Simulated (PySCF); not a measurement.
Be(iPr)(SeH) (C3H8BeSe), SMILES C[CH](C)[Be][SeH].

Geometry optimised at ωB97X-D3(BJ)/def2-SVP. Other conformers were not sampled.

Method: TDDFT-PBE/def2-SVPD (PySCF).

Vertical excitations. The molecule is in vacuum.

Computed lowest excited states:
```
state  energy (eV)  λ (nm)      f                            main pairs
-----  -----------  ------  -----  ------------------------------------
S1            4.57     271  0.001                        HOMO→LUMO 99 %
S2            4.77     260  0.004                      HOMO−1→LUMO 99 %
S3            5.33     233  0.045                      HOMO→LUMO+2 95 %
S4            5.45     227  0.010                    HOMO−1→LUMO+2 90 %
S5            5.52     225  0.027                    HOMO−1→LUMO+1 94 %
S6            5.71     217  0.167                      HOMO→LUMO+1 82 %
S7            6.00     207  0.002                      HOMO→LUMO+3 98 %
S8            6.12     203  0.005                    HOMO−1→LUMO+3 93 %
S9            6.35     195  0.006    HOMO−2→LUMO 78 %, HOMO−3→LUMO 14 %
S10           6.44     193  0.032                      HOMO→LUMO+4 96 %
T1            4.35     285      0                        HOMO→LUMO 99 %
T2            4.38     283      0                      HOMO−1→LUMO 98 %
T3            4.83     256      0                      HOMO→LUMO+1 98 %
T4            5.03     246      0  HOMO−1→LUMO+1 72 %, HOMO→LUMO+2 26 %
```
Triplets are in the Tamm–Dancoff approximation, which puts them higher than full response would, so one can lie above its singlet here.
